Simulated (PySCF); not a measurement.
Atom-mapped SMILES (the numbers label the heavy atoms): `[CH3:1][C:2]#[C:3][Si:4]1([N:5]([CH3:6])[CH3:7])[CH2:8][CH2:9]1`. Each H is labelled by its parent atom.

[PySCF: shieldings: GIAO PBE0/pcSseg-1; structure optimised with GFN2-xTB; a single conformation; averaged over atoms made equivalent by symmetry, fast rotation or ring inversion; no relativistic terms; in vacuum]

References, each an isolated molecule treated in the same way: TMS for ¹³C.

Do the ¹³C shifts follow the atomic charges (in e)? Tabulate both.

Answers


```csv
atoms,hybridisation,δ (ppm),σ para (ppm),Hirshfeld,IAO,Mulliken,ESP-fitted
C2,sp,113.3,-203,-0.03,+0.00,-0.14,+0.17
C3,sp,81.5,-154,-0.19,-0.39,-0.38,-0.30
C6/C7,sp3,44.1,-103,-0.07,-0.30,-0.07,-0.38
C1,sp3,6.0,-71,-0.09,-0.44,-0.16,-0.52
C8/C9,sp3,5.1,-77,-0.17,-0.54,-0.47,-0.37
```

Correlation coefficients of δ with charge over these carbons: Hirshfeld +0.36, IAO +0.84, Mulliken +0.24, ESP-fitted +0.86; with the paramagnetic shielding -0.99. With so few points, grouped by hybridisation, these coefficients are fragile. Charge is one influence among several: hybridisation and low-lying excitations act through the paramagnetic term.

Shifts are as computed. Against solution values, carbons near 30 ppm lie about +3 ppm off and those near 130 ppm about +5 ppm. Of 1309 compounds with measured shifts, 239 miss one by over three times the rms of a fit or turn the order of signals round; such compounds aren't used in these exercises.
